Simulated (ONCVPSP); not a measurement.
## Transferability test, ONCV potential for lanthanum (La)

La (Z = 57), optimised norm-conserving Vanderbilt (ONCV), made with ONCVPSP 4.0.1 (PW91, fully relativistic). Core [Kr] 4d10, reference 5s2 5p6 5d1 6s1.5 (charge +0.5). Waves: 5s+6s: rc 2.55 bohr, ncon 4, nbas 8, qcut 5.4 1/bohr, 3 projectors, debl 0.3 Ha; 5p: rc 2.55 bohr, ncon 4, nbas 7, qcut 5.8 1/bohr, 2 projectors, debl 0.9 Ha; 5d: rc 3.70 bohr, ncon 4, nbas 9, qcut 4.8 1/bohr, 3 projectors, debl 0.8 Ha; f scattering state at 0.44 Ha: rc 2.95 bohr, ncon 3, nbas 7, qcut 3.6 1/bohr, 1 projector. Local part: polynomial inside 1.95 bohr (lpopt 3, dvloc0 0 Ha). Core correction: none.

Open shells are filled in proportion to 2j + 1.

In the f channel the program set the typed energies aside and used -0.260 Ha (j = l + 1/2; the other j can differ).

Energies are relative to the spin-unpolarised reference configuration 5s2 5p6 5d1 6s1.5; without spin polarisation the order of configurations can differ from experiment.

```json
{"valence configuration": "5s2 5p6 5d1 6s2", "charge": "0", "ΔE all-electron (eV)": "-2.420", "error AE − PS (meV)": "-0.1"}
{"valence configuration": "5s2 5p6 5d1 6s0", "charge": "+2", "ΔE all-electron (eV)": "14.500", "error AE − PS (meV)": "-1.1"}
{"valence configuration": "5s2 5p6 5d0 6s2 6p1", "charge": "0", "ΔE all-electron (eV)": "-0.112", "error AE − PS (meV)": "-1.9"}
```

Task: What are ΔE and the potential's error for 5s2 5p6 5d1 6s1?

Result: ΔE = 3.587 eV all-electron; the error (AE − PS) is -0.1 meV.

Levels in the configuration 5s2 5p6 5d1 6s2:

| level | all-electron (eV) | pseudo (eV) |
| --- | --- | --- |
| 5s j=1/2 | -38.930 | -38.927 |
| 5p j=3/2 | -21.658 | -21.657 |
| 5p j=1/2 | -24.176 | -24.174 |
| 5d j=5/2 | -3.048 | -3.049 |
| 5d j=3/2 | -3.237 | -3.237 |
| 6s j=1/2 | -3.717 | -3.717 |

These tests converged, but a pseudo level misses the all-electron one widely, so the file describes the atom poorly there or has found another state: 5s2 5p6 5d0 6s2 6p1: empty 5d by 4.9 eV.
